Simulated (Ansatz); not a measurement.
Calculated with Ansatz (gas phase, PBE0-D4/def2-TZVP geometries, no zero-point term in ΔE). CCSD(T)/CBS is the MP2 limit (def2-TZVPP, def2-QZVPP) plus CCSD(T) − MP2 in def2-TZVPP, frozen cores. Functionals use def2-TZVPP. B3LYP here is the variant with VWN-RPA as its local correlation; programs differ in this. HSE06 is defined as in plane-wave codes. For Ga outer-core shells are correlated without core-valence functions, which leaves a few kJ/mol of doubt a bond. Scalar relativity is left out up to krypton. Each species was taken in one conformer, which may not be the lowest.

Reaction (redistribution): `[NH2][Ga]([SH])[Cl]` + `C[S][AlH2]` → `[SH][GaH][Cl]` + `NC[S][AlH2]`

`[NH2][Ga]([SH])[Cl]`:

Z-matrix (Å, degrees):
```
N
Ga 1 1.799
H 1 1.005 2 121.9
H 1 1.005 2 123.5 3 164.5
S 2 2.186 1 123.4 3 -173.7
Cl 2 2.141 1 117.5 3 8.2
H 5 1.343 2 92.5 1 -178.6
```

`C[S][AlH2]`:

Cartesian coordinates in Å:
```
C -0.264 0.004 1.358
S -0.607 -1.123 -0.032
Al 0.289 -0.085 -1.711
H -1.210 0.315 1.799
H 0.287 0.887 1.033
H 0.322 -0.530 2.105
H 0.994 1.304 -1.422
H 0.189 -0.772 -3.130
```

`[SH][GaH][Cl]`:

Cartesian coordinates in Å:
```
S -0.129 -0.790 1.450
Ga 0.203 0.281 -0.426
Cl 2.205 0.993 -0.671
H -1.424 -1.027 1.177
H -0.855 0.544 -1.529
```

`NC[S][AlH2]`:

Cartesian coordinates in Å:
```
N 1.714 0.644 -0.326
C 0.713 -0.355 -0.593
S 0.127 -1.098 0.976
Al -1.893 -0.317 1.089
H 1.308 1.465 0.103
H 2.177 0.926 -1.181
H 1.171 -1.168 -1.158
H -0.164 -0.006 -1.153
H -2.789 -0.741 2.319
H -2.363 0.651 -0.076
```

```csv
level,ΔE (kJ/mol),difference from CCSD(T)/CBS
LDA (SPW92),98.1,-20.1
PBE-D4,102.6,-15.6
revPBE-D4,100.1,-18.1
BLYP-D4,106.1,-12.1
r2SCAN-D4,112.1,-6.1
B97M-V,103.5,-14.7
B3LYP-D4,109.9,-8.3
r2SCANh-D4,112.7,-5.5
r2SCAN0-D4,113.6,-4.6
HSE06-D4,107.0,-11.2
BHLYP-D4,114.5,-3.7
CAM-B3LYP-D4,112.5,-5.7
ωB97X-V,111.3,-6.9
ωB97M-V,110.4,-7.8
B2PLYP,115.6,-2.6
PBE-QIDH,115.3,-2.9
PBE,102.6,-15.6
revPBE,103.7,-14.5
BLYP,106.7,-11.5
r2SCAN,112.0,-6.2
PBE0,106.9,-11.3
B3LYP,109.8,-8.4
r2SCANh,112.7,-5.5
r2SCAN0,113.5,-4.7
HSE06,106.8,-11.4
BHLYP,113.5,-4.7
CAM-B3LYP,112.2,-6.0
LC-ωPBE,115.1,-3.1
RPA@PBE/def2-TZVPP,111.8,-6.4
HF/def2-SVP,110.2,-8.0
HF/def2-TZVPP,116.5,-1.7
MP2/def2-TZVPP,123.1,4.9
SCS-MP2/def2-TZVPP,120.6,2.4
CCSD/def2-TZVPP,117.8,-0.4
CCSD(T)/def2-TZVPP,117.0,-1.2
HF/def2-QZVPP,116.2,-2.0
MP2/def2-QZVPP,123.6,5.4
HF/CBS(def2),116.2,-2.0
MP2/CBS(def2),124.2,6.0
CCSD/CBS(def2),119.0,0.8
CCSD(T)/CBS,118.2,0
```

Largest T1 diagnostic among the species: 0.012.

Leaving LDA and LC-ωPBE aside and taking each functional with its dispersion term where it has one, the values spread over 15.5 kJ/mol, from revPBE-D4 to B2PLYP. LDA lies −4.5 kJ/mol from PBE without D4. At CCSD(T), def2-SVP lies −9.8 kJ/mol from the extrapolated value and def2-TZVPP −1.2 kJ/mol. From BLYP to BHLYP (50 % exact exchange), in def2-TZVPP and without D4, ΔE moves by +6.8 kJ/mol.
